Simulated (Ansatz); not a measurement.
Ansatz results at the PBE0-D4/def2-TZVP geometry: HOMO energy (PBE/def2-TZVPP) -5.33 eV; HOMO–LUMO gap (B3LYP/def2-TZVPP) 7.24 eV; LUMO energy (B3LYP/def2-TZVPP) 0.66 eV.

Each molecule was computed in one conformer, which needn't be the lowest.

Which molecule gave them?
A. `NCNCO`
B. `BO[SiH](F)C=C`
C. `O[SiH2]B(F)Br`
D. `[AlH2][SiH2]S`

A. The others give `O[SiH2]B(F)Br`: -7.02, 6.05, -2.09; `[AlH2][SiH2]S`: -6.15, 4.74, -2.38; `BO[SiH](F)C=C`: -7.08, 7.07, -1.27.

B3LYP here is the variant with VWN-RPA as its local correlation; programs differ in this.
